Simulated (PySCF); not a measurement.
# Computed records: H5N2Si2, FH5NSi2, H6N3Si, CH5NSi2

All values are calculated (PySCF 2.14.0). Calculation on a computer-drawn molecule: optimised geometry and harmonic frequencies of an isolated molecule of the commonest isotopes, restricted reference for singlets and unrestricted otherwise, frozen core in MP2.

Common to all runs: method HF; basis cc-pV(D+d)Z.

(1) H5N2Si2

Start structure:
```xyz
9
H5N2Si2
N     -1.1806    -1.6779     1.2437
Si     0.3423    -1.1492     1.2590
N      0.8941     0.1386     0.3750
Si     1.4402     1.4197    -0.5023
H     -1.5357    -2.4772     1.7505
H     -1.8512    -1.3025     0.6510
H      1.2730    -1.9016     2.2231
H      2.0525     1.2384    -1.7691
H      1.3212     2.7804     0.0347
```

Here we set charge 1 and multiplicity 1.

It finds rotational constants 22.45, 1.932, 1.819 GHz; total energy -689.5025 hartree; convergence status largest gradient component 3.935e-05 hartree/bohr.

Drawn bonds:
```
atom  other atom  order
   1           2      1
   2           3      2
   3           4      1
   1           5      1
   1           6      1
   2           7      1
   4           8      1
   4           9      1
```

Optimised structure:
```xyz
9
H5N2Si2
N     -1.1707    -1.6919     1.2107
Si     0.3587    -1.0951     1.2491
N      0.8507     0.1505     0.3774
Si     1.4294     1.3747    -0.4452
H     -1.4586    -2.4775     1.7670
H     -1.9122    -1.3257     0.6412
H      1.2472    -1.8037     2.1574
H      2.0368     1.1966    -1.7623
H      1.3747     2.7409     0.0704
```

Modes:
```
frequency (cm⁻¹)  reduced mass (dalton)
           124.1                   4.44
           128.6                  2.122
           149.2                  1.365
           336.3                  4.024
           471.5                  1.187
           570.9                  1.313
           656.4                  5.031
           687.1                  1.139
           754.3                  1.246
           794.1                  1.174
           811.6                  1.245
           977.6                  1.357
            1049                  1.759
            1085                  1.678
            1513                  13.93
            1677                  1.136
            2421                  1.028
            2447                  1.059
            2470                  1.044
            3761                  1.051
            3861                  1.099
```

(2) FH5NSi2

Start structure:
```xyz
9
FH5NSi2
N     -0.7810     1.5588     2.0310
Si    -0.6766     0.3332     0.8307
Si    -2.6741     0.2396    -0.3392
F     -2.3939    -0.9961    -1.3380
H      0.1159     1.9206     2.4475
H     -1.5269     1.6551     2.6239
H      0.6061     0.6940     0.1547
H     -3.2345     1.1933    -1.1211
H     -3.7211    -0.3147     0.5503
```

Settings of this run: charge 0 and multiplicity 2.

The calculation gives: rotational constants 12.2, 1.979, 1.779 GHz; total energy -734.7199 hartree; spin squared 0.7599; convergence status largest gradient component 3.921e-06 hartree/bohr.

Drawn bonds:
```
atom  other atom  order
   1           2      1
   2           3      1
   3           4      1
   1           5      1
   1           6      1
   2           7      1
   3           8      1
   3           9      1
```

Optimised structure:
```xyz
9
FH5NSi2
N     -0.8122     1.5421     2.0815
Si    -0.5983     0.3741     0.8219
Si    -2.6318     0.1276    -0.3490
F     -2.5452    -1.2205    -1.2519
H     -0.0103     2.0232     2.4458
H     -1.4712     1.3672     2.8175
H      0.4915     0.8813    -0.0515
H     -2.9545     1.2347    -1.2735
H     -3.7539    -0.0459     0.5991
```

Modes:
```
frequency (cm⁻¹)  reduced mass (dalton)
           50.18                  4.091
           123.5                  4.676
           202.7                   1.66
           257.9                  2.165
           428.3                  1.142
           449.9                   2.11
           472.6                  1.999
           664.4                  1.229
           740.7                  1.089
           791.5                  1.085
             855                  4.658
           866.3                  6.568
           945.1                  1.233
           972.3                  1.295
            1036                  1.084
            1697                  1.108
            2276                  1.042
            2316                  1.044
            2321                  1.038
            3765                  1.051
            3857                  1.095
```

(3) H6N3Si

Start structure:
```xyz
10
H6N3Si
N     -1.6525     0.5520     2.2923
Si    -1.2474    -0.1534     0.8207
N      0.4148    -0.5641     1.0474
N     -1.2132     0.6772    -0.6732
H     -2.6515     0.8671     2.4072
H     -1.1149     1.1247     2.7859
H      0.7249    -1.0421     1.9149
H      0.9851    -0.9152     0.2736
H     -2.0115     1.1309    -1.0901
H     -0.4620     1.3805    -0.8177
```

Here we set charge 0 and multiplicity 2.

Drawn bonds:
```
atom  other atom  order
   1           2      1
   2           3      1
   2           4      1
   1           5      1
   1           6      1
   3           7      1
   3           8      1
   4           9      1
   4          10      1
```

(4) CH5NSi2

Start structure:
```xyz
9
CH5NSi2
N     -2.2727    -1.7084    -1.7485
Si    -2.2660    -0.1636    -2.6751
C     -1.4588     0.9376    -1.3713
Si    -1.2170     0.8158     0.3666
H     -1.8657    -1.7758    -0.7897
H     -2.6564    -2.5245    -2.1658
H     -1.1782     1.9099    -1.8069
H     -1.5534    -0.3172     1.1994
H     -0.7403     1.8503     1.3017
```

It was run with charge 0 and multiplicity 1.

Drawn bonds:
```
atom  other atom  order
   1           2      1
   2           3      1
   3           4      2
   1           5      1
   1           6      1
   3           7      1
   4           8      1
   4           9      1
```

**Q.** Give the missing rotational constants for H6N3Si (entry 3).
**A.** 7.137, 5.877, 3.598 GHz

**Q.** Give the missing total energy for H6N3Si (entry 3).
**A.** -455.8349 hartree

**Q.** Give the table of modes values for H6N3Si (entry 3).
**A.** 
Modes:
```
frequency (cm⁻¹)  reduced mass (dalton)
             183                  1.139
           243.8                  1.806
           277.2                  1.663
             312                  1.421
           346.6                  1.983
           377.2                  1.269
           422.7                  1.188
           487.9                  1.845
           505.9                  1.284
             767                  4.123
           815.1                  1.177
           868.2                  2.289
           877.2                  3.375
           948.6                   1.78
           955.1                  1.864
            1682                  1.114
            1684                  1.117
            1693                  1.112
            3745                  1.053
            3745                  1.052
            3776                  1.051
            3851                  1.092
            3852                  1.092
            3870                  1.095
```

**Q.** What rotational constants does the calculation give for CH5NSi2 (entry 4)?
**A.** 10.12, 2.558, 2.078 GHz

**Q.** Give the table of modes values for CH5NSi2 (entry 4).
**A.** 
Modes:
```
frequency (cm⁻¹)  reduced mass (dalton)
           100.2                  2.814
           156.1                  4.025
           289.2                  1.597
           368.8                  1.845
           493.5                  1.264
           553.8                  1.092
           564.1                  2.196
           633.1                  1.203
           748.7                  1.901
           836.5                  1.288
           843.8                  1.436
           887.6                   2.95
            1014                  1.411
            1051                  1.133
            1233                  2.848
            1697                  1.123
            2354                  1.038
            2367                  1.046
            3277                  1.085
            3770                  1.051
            3869                  1.097
```

Further results for H6N3Si (entry 3):

* spin squared: 0.7531
* convergence status largest gradient component: 2.115e-05 hartree/bohr

Optimised structure:
```xyz
10
H6N3Si
N     -1.6675     0.5680     2.2994
Si    -1.2044    -0.1525     0.7989
N      0.4319    -0.6182     1.0519
N     -1.1527     0.7676    -0.6627
H     -2.6374     0.7443     2.4806
H     -1.1020     1.3077     2.6792
H      0.6706    -1.0971     1.8997
H      0.9524    -0.9878     0.2789
H     -2.0093     0.9875    -1.1344
H     -0.5099     1.5380    -0.7306
```

Further results for CH5NSi2 (entry 4):

- total energy: -673.0477 hartree
- convergence status largest gradient component: 1.857e-05 hartree/bohr

Optimised structure:
```xyz
9
CH5NSi2
N     -2.2410    -1.6913    -1.7415
Si    -2.3805    -0.1596    -2.4949
C     -1.4159     0.9522    -1.3307
Si    -1.2721     0.8526     0.3618
H     -1.6652    -1.9464    -0.9610
H     -2.7141    -2.4882    -2.1234
H     -1.0899     1.8980    -1.7639
H     -1.7329    -0.3024     1.1503
H     -0.6969     1.9092     1.2138
```
